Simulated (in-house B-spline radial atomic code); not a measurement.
A fraction x of an electron is moved 2s → 3d in Si IV (Si3+), starting from [Ne] 3s1 and keeping the highest spin. Level of theory: non-relativistic LDA VWN5, spin-polarised, spherical fractional occupations, point nucleus; calculated with a B-spline radial code for spherical atoms.

| x | E(x) - E(0) (eV) | 2s down level (eV) | 3d up level (eV) |
| --- | --- | --- | --- |
| 0 | 0.0000 | -174.256 | - |
| 0.125 | 19.3354 | -176.745 | -21.106 |
| 0.25 | 38.9093 | -179.191 | -21.649 |
| 0.375 | 58.7199 | -181.593 | -22.169 |
| 0.5 | ? | ? | ? |
| 0.625 | 99.0377 | -186.260 | -23.161 |
| 0.75 | 119.5371 | -188.523 | -23.639 |
| 0.875 | ? | ? | ? |
| 1 | 161.1940 | - | -24.565 |

Question: What belongs in the row x = 0.5?

Answer: An energy change of 78.7639 eV; 2s down at -183.949 eV, 3d up at -22.672 eV.

Question: What belongs in the row x = 0.875?

Answer: An energy change of 140.2574 eV; 2s down at -190.740 eV, 3d up at -24.106 eV.

Question: Check Janak's theorem between x = 0.125 and 0.25.

Answer: The slope of the energy is 156.59 eV; the orbital levels give 156.59 eV (ε of the receiving orbital less ε of the emptying one, averaged over the two points).
